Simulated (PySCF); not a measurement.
Ionisation energy of Sc by level of theory

Sc [Ar] 3d1 4s2 (2D) → Sc⁺ [Ar] 3d1 4s1 (3D), as a difference of total energies. All numbers are calculated (PySCF 2.14, scalar relativity by spin-free X2C-1e, in x2c-QZVPPall). Correlated levels: valence and next inner shell: [Ne] frozen. The calculations carry no spin-orbit coupling.

```csv
method,ionisation energy (eV)
UHF,5.388
MP2 (valence and next inner shell),6.363
SCS-MP2 (valence and next inner shell),6.443
CCSD (valence and next inner shell),6.435
CCSD(T) (valence and next inner shell),6.536
```

Problem. How much does correlation contribute at CCSD(T) (valence and next inner shell)?

Solution. 6.536 − (5.388) = 1.148 eV, measured against UHF.

Errors of the correlated levels include the incompleteness of this basis and the frozen core.

For comparison: 6.562 eV (measured; NIST levels, between the centres of gravity of the two terms).
